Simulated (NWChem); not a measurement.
CaCl$_{2}$; SMILES [Cl][Ca][Cl]

All runs: NWChem. The level has its own optimisation; frequencies are unscaled.

Question: Estimate the computed values for Hartree-Fock/STO-3G. Quantities: r Ca–Cl (Å); highest harmonic frequency (cm⁻¹); lowest (cm⁻¹); zero-point energy (kcal/mol); dipole (D).

Answer: 
| Quantity | Result |
|---|---|
| r Ca–Cl (Å) | 2.557 |
| highest harmonic frequency (cm⁻¹) | 485 |
| lowest (cm⁻¹) | 71 |
| zero-point energy (kcal/mol) | 1.3 |
| dipole (D) | 0.00 |
